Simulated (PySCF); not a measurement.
Mo(O)2(Me)2 (C2H6MoO2), SMILES [CH3][Mo]([CH3])(=[O])=[O], multiplicity 1.

Geometry: B3LYP-D3(BJ)/def2-SVP. The multiplicity is an assumed one; no other spin state was optimised. The structure was generated by enumeration; whether it is a known compound was not checked. The def2 effective core potentials stand for the cores of Mo; spin–orbit coupling is left out.

Computed with TDA-M06-2X/def2-SVPD (PySCF).

Vertical excitations.  State labels are in the subgroup C2v.

Computed lowest excited states:
```json
[
 {"state": "S1", "symmetry": "B1", "energy (eV)": "3.86", "λ (nm)": "321", "f": "0.003", "main pairs": "HOMO→LUMO 97 %"},
 {"state": "S2", "symmetry": "B2", "energy (eV)": "4.54", "λ (nm)": "273", "f": "0.005", "main pairs": "HOMO−2→LUMO 84 %"},
 {"state": "S3", "symmetry": "A1", "energy (eV)": "4.81", "λ (nm)": "258", "f": "0.021", "main pairs": "HOMO−1→LUMO 94 %"},
 {"state": "S4", "symmetry": "B1", "energy (eV)": "4.88", "λ (nm)": "254", "f": "0.001", "main pairs": "HOMO−2→LUMO+1 94 %"},
 {"state": "S5", "symmetry": "B2", "energy (eV)": "5.30", "λ (nm)": "234", "f": "0.003", "main pairs": "HOMO→LUMO+1 80 %"},
 {"state": "S6", "symmetry": "A2", "energy (eV)": "5.62", "λ (nm)": "221", "f": "0.000", "main pairs": "HOMO−1→LUMO+1 80 %"},
 {"state": "S7", "symmetry": "A1", "energy (eV)": "5.68", "λ (nm)": "218", "f": "0.001", "main pairs": "HOMO−3→LUMO 80 %"},
 {"state": "S8", "symmetry": "A2", "energy (eV)": "5.71", "λ (nm)": "217", "f": "0.000", "main pairs": "HOMO−3→LUMO+1 43 %, HOMO−5→LUMO 29 %, HOMO−1→LUMO+1 17 %"},
 {"state": "S9", "symmetry": "B1", "energy (eV)": "5.73", "λ (nm)": "216", "f": "0.011", "main pairs": "HOMO−4→LUMO 81 %"},
 {"state": "S10", "symmetry": "A2", "energy (eV)": "6.17", "λ (nm)": "201", "f": "0.000", "main pairs": "HOMO−5→LUMO 47 %, HOMO−3→LUMO+1 42 %"},
 {"state": "T1", "symmetry": "B1", "energy (eV)": "3.59", "λ (nm)": "345", "f": "0", "main pairs": "HOMO→LUMO 97 %"},
 {"state": "T2", "symmetry": "B2", "energy (eV)": "4.05", "λ (nm)": "306", "f": "0", "main pairs": "HOMO−2→LUMO 87 %"},
 {"state": "T3", "symmetry": "A1", "energy (eV)": "4.19", "λ (nm)": "296", "f": "0", "main pairs": "HOMO−1→LUMO 96 %"},
 {"state": "T4", "symmetry": "B2", "energy (eV)": "4.47", "λ (nm)": "277", "f": "0", "main pairs": "HOMO→LUMO+1 89 %"}
]
```
Triplets are in the Tamm–Dancoff approximation.
